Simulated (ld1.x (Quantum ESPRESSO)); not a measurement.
**Which change was made? (B, PAW)**

- Element: boron
- Generator: ld1.x (Quantum ESPRESSO) 7.5
- Type: PAW
- Functional: PBE
- Relativity: non-relativistic
- Frozen core: none
- Valence charge: 5
- Reference configuration: 1s2 2s1 2p2
- Partial waves: 1s (bound): rcut 0.65, rcutus 0.75 bohr; 2s (bound): rcut 0.65, rcutus 0.75 bohr; 2p (bound): rcut 2.10, rcutus 2.75 bohr; 2p channel at 0.2 Ry: rcut 2.10, rcutus 2.75 bohr
- Local potential: all-electron potential smoothed inside 0.80 bohr (lloc = -1)
- Core correction: none
- Augmentation charge: PSQ, inside the norm-conserving radii

Cutoffs, loose and tight: the cutoffs (Ry, on a coarse ladder) from which the occupation-weighted sum of valence levels, in a spherical-Bessel basis at the reference potential, stays within 10 and 1 mRy of its value at 400 Ry. They do not see the model core or the augmentation charge, which bear on the density cutoff. Test errors are all-electron minus pseudo excitation energies from the reference, over the configurations 1s2 2s2 2p1; 1s2 2s2 2p0; 1s2 2s1 2p0; 1s2 2s0 2p3; 1s2 2s2 2p0.5; 1s1 2s2 2p1; 1s2 2s2 2p1.3; variants that change the core or the reference have their own tests. The largest error is taken over the tests solved by every variant that gives reliable tests at all, those not shown here included: 1s2 2s1 2p0; 1s2 2s2 2p0; 1s2 2s2 2p0.5; 1s2 2s2 2p1.

The base gives: outcome: generated; cutoff, loose: 160 Ry; cutoff, tight: 230 Ry; bound ghosts: none; largest test error (meV): +12.

Question: After one change the result is: outcome: generated; cutoff, loose: 18 Ry; cutoff, tight: 25 Ry; bound ghosts: none; largest test error (meV): -11684 over the solved tests; 3 of 7 tests not solved or not reliable. Which change was it?
A. wave 2p channel at 0.2 Ry: rcut 2.10, rcutus 2.75 bohr becomes 2p channel at 0.85 Ry: rcut 2.10, rcutus 2.75 bohr
B. waves 1s (bound): rcut 0.46, rcutus 0.48 bohr; 2s (bound): rcut 0.46, rcutus 0.48 bohr
C. type TM; waves now 2p (bound): rc 2.75 bohr; 1s (bound): rc 0.75 bohr; local potential the s channel
D. reference 1s2 2s2 2p1
E. core [He], valence charge 3; reference 2s1 2p0; waves now 2s (bound): rcut 0.95, rcutus 1.25 bohr; 2s channel at 0.4 Ry: rcut 0.95, rcutus 1.25 bohr; 2p (bound): rcut 3.25, rcutus 3.55 bohr; 2p channel at 0.2 Ry: rcut 3.25, rcutus 3.55 bohr; local potential all-electron potential smoothed inside 1.80 bohr (lloc = -1); core correction a·sin(br)/r model core, default radius (ld1.x builds one for every PAW set, though the input has nlcc=.false.)

Answer: E. The others give: reference 1s2 2s2 2p1 → outcome: generated; cutoff, loose: 180 Ry; cutoff, tight: 300 Ry; bound ghosts: none; largest test error (meV): +5.8 | type TM; waves now 2p (bound): rc 2.75 bohr; 1s (bound): rc 0.75 bohr; local potential the s channel → outcome: generated, misses its reference levels by 1.07 eV; cutoff, loose: 230 Ry; cutoff, tight: over 300 Ry; bound ghosts: none; largest test error (meV): -1190 | waves 1s (bound): rcut 0.46, rcutus 0.48 bohr; 2s (bound): rcut 0.46, rcutus 0.48 bohr → outcome: generated; cutoff, loose: 230 Ry; cutoff, tight: over 300 Ry; bound ghosts: none; largest test error (meV): +29 | wave 2p channel at 0.2 Ry: rcut 2.10, rcutus 2.75 bohr becomes 2p channel at 0.85 Ry: rcut 2.10, rcutus 2.75 bohr → outcome: generated, overlap not positive; bound ghosts: not determined (overlap not positive); largest test error (meV): -13. A file whose overlap is not positive is unfit for use, and its test errors describe a broken file.
